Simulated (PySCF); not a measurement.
## Electron correlation in Cu²⁺ (copper, charge +2)

[Ar] 3d9, 2D determinant. Calculation: PySCF 2.14, in def2-QZVPPD (11s6p5d4f2g, 100 functions); no relativity, point nucleus. Frozen: [Ne]; 17 electrons correlated.

MP2 pair energies summed by pair of shells (mhartree):

| pair | energy | share (%) |
| --- | --- | --- |
| 3d-3d | -338.97 | 51.8 |
| 3p-3d | -195.33 | 29.9 |
| 3s-3d | -48.64 | 7.4 |
| 3p-3p | -44.15 | 6.8 |
| 3s-3p | -22.64 | 3.5 |
| 3s-3s | -4.23 | 0.6 |

Total MP2 correlation energy: -653.96 mhartree.

Same-spin part -212.90 and opposite-spin part -441.06 mhartree; SCS-MP2 scales them by 1/3 and 6/5 to -600.24 mhartree.

This basis was not built for core-valence correlation, so the inner-shell part is incomplete.
